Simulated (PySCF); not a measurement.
First SCF of a structure search on quintet [TcO2]-, at a hand-made bent geometry. PySCF input:

```python
from pyscf import gto, scf, dft
mol = gto.M(atom='''
Tc     0.000000     0.000000     0.000000
O      1.449900     0.000000     1.015200
O     -1.449900     0.000000     1.015200''',
    basis={'Tc': 'def2-SVPD', 'O': 'def2-SVPD'},
    ecp={'Tc': 'def2-SVPD'},
    charge=-1, spin=4)
mf = dft.UKS(mol, xc='PBE0')
mf.grids.atom_grid = (50, 194)
aux = {'Tc': 'def2-universal-JKFIT', 'O': 'def2-universal-JKFIT'}
mf = mf.density_fit(auxbasis=aux)
mf.conv_tol = 1e-08
mf.diis_space = 10
mf.max_cycle = 60
mf.init_guess = 'minao'
mf.verbose = 4
mf.kernel()
```

Excerpt of the output (cycles alone):

```
init E= -222.348974865951
cycle= 1 E= -230.52032424641  delta_E= -8.17  |g|= 0.986  |ddm|= 2.31
cycle= 2 E= -222.965548515792  delta_E= 7.55  |g|= 3.58  |ddm|= 18.6
cycle= 3 E= -230.889056599588  delta_E= -7.92  |g|= 0.429  |ddm|= 18.3
cycle= 4 E= -230.93212145569  delta_E= -0.0431  |g|= 0.318  |ddm|= 0.926
cycle= 5 E= -230.988484271386  delta_E= -0.0564  |g|= 0.0574  |ddm|= 0.466
cycle= 6 E= -230.989686298866  delta_E= -0.0012  |g|= 0.0285  |ddm|= 0.0589
cycle= 7 E= -230.99013828372  delta_E= -0.000452  |g|= 0.00734  |ddm|= 0.0374
cycle= 8 E= -230.990193892299  delta_E= -5.56e-05  |g|= 0.00123  |ddm|= 0.0215
cycle= 9 E= -230.990196460257  delta_E= -2.57e-06  |g|= 0.000738  |ddm|= 0.00429
cycle= 10 E= -230.990197207022  delta_E= -7.47e-07  |g|= 0.00016  |ddm|= 0.00232
cycle= 11 E= -230.990197260338  delta_E= -5.33e-08  |g|= 5.64e-05  |ddm|= 0.000539
cycle= 12 E= -230.990197266782  delta_E= -6.44e-09  |g|= 2.01e-05  |ddm|= 0.000191
Extra cycle  E= -230.990197266435  delta_E= 3.47e-10  |g|= 4.67e-05  |ddm|= 6.44e-05
converged SCF energy = -230.990197266435  <S^2> = 6.0175187  2S+1 = 5.0070026
```

No lower solution of this spin was found from smeared starts or by a stability analysis within the unrestricted form.

Open d and f shells are described by one determinant, and the ground state may have another occupation or spin.

The search for the lowest solution, 3 starts and the stability check together, took 7.8 s on 2 threads of a shared Arm Neoverse V2 host, with 80 basis functions; the process peaked at 0.35 GiB. Launch command: `OMP_NUM_THREADS=2 python axn.py task.json out`.
